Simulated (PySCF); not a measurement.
**Working out the ionisation energy of Al⁺**

Al⁺ [Ne] 3s2 (1S) → Al²⁺ [Ne] 3s1 (2S). Computed with PySCF 2.14 in aug-cc-pwCVDZ, with the non-relativistic Hamiltonian (point nucleus). Frozen: nothing. Energies in hartree (1 hartree = 27.21139 eV):

| part | Al⁺ (lower) | Al²⁺ (upper) |
| --- | --- | --- |
| UHF | -241.668590 | -241.024018 |
| CCSD correlation | -0.170308 | -0.128549 |
| (T) | -0.001910 | -0.001055 |

**Question.** What does Hartree-Fock give?

**Answer.** (-241.024018) − (-241.668590) = 0.644572 hartree = 17.540 eV.

**Question.** What do CCSD and CCSD(T) give?

**Answer.** The CCSD correlation energies differ by 0.041759 hartree = 1.136 eV and the triples by 0.000855 hartree = 0.023 eV, so CCSD gives 18.676 eV and CCSD(T) 18.699 eV.

Measured between the centres of the two terms (NIST): 18.829 eV, so CCSD(T) (all electrons) is off by -0.130 eV.

A double-zeta basis recovers only part of the correlation energy.

What remains against the reference includes basis incompleteness and higher excitations.
